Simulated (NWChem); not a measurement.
System: SiN, doublet; SMILES N#[Si]

```xyz
2

Si     0.0000     0.0000    -0.5264
N      0.0000     0.0000     1.0485
```
Atoms are numbered in this order, from 1.

Structure relaxed at the PBE0/def2-SVP, spin-unrestricted level. No stability test was run on the SCF state.

Problem. List the 4 lowest vertical excitations from PBE/def2-SVP, spin-unrestricted, TDA (NWChem).

Solution. 
| state | energy (eV) | oscillator strength | <S²> |
|---|---|---|---|
| state 1 | 0.67 | 0.002 | 0.76 |
| state 2 | 0.67 | 0.002 | 0.76 |
| state 3 | 3.38 | 0.014 | 2.11 |
| state 4 | 3.82 | 0.020 | 1.40 |
